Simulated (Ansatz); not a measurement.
[MoO3(OH)]- (MoO₄H⁻), relaxed as a singlet with RKS PBE0-D4/def2-SVPD in Ansatz, starting from the GFN2-xTB geometry. Force threshold 0.02 eV/Å.

In the def2 sets Mo takes a core potential; there is no spin–orbit coupling. The relaxation made no stability test and no search for a lower SCF solution.

Start:

```xyz
6

Mo    0.1654   -0.3918   -0.2751
O    -0.1458   -2.0018    0.0014
O    -0.4591    0.1832   -1.7087
O     1.7684    0.0294   -0.1075
O    -0.7413    0.6159    1.0858
H    -0.5876    1.5651    1.0041
```

```
step  energy (eV)  largest force component (eV/Å)  SCF passes
   1  -10051.6780                           3.851          18
   2  -10052.0571                           0.278          28
   3  -10052.0609                           0.088          23
   4  -10052.0616                           0.048          25
   5  -10052.0620                           0.016          24
```

Force components are those of the run's own axes.

End:

Cartesian coordinates in Å:
```
Mo 0.159 -0.352 -0.262
O -0.150 -2.023 0.006
O -0.432 0.139 -1.803
O 1.845 -0.018 -0.167
O -0.766 0.650 1.124
H -0.656 1.603 1.103
```

By distances, no bond broke or formed. The bond that changes most is Mo1–O2, from 1.66 to 1.72 Å (atoms count from 1).

No frequencies were taken in this run, so the end may be a saddle point.

Run time 8 s (4 threads of Arm Neoverse V2 on a shared host).
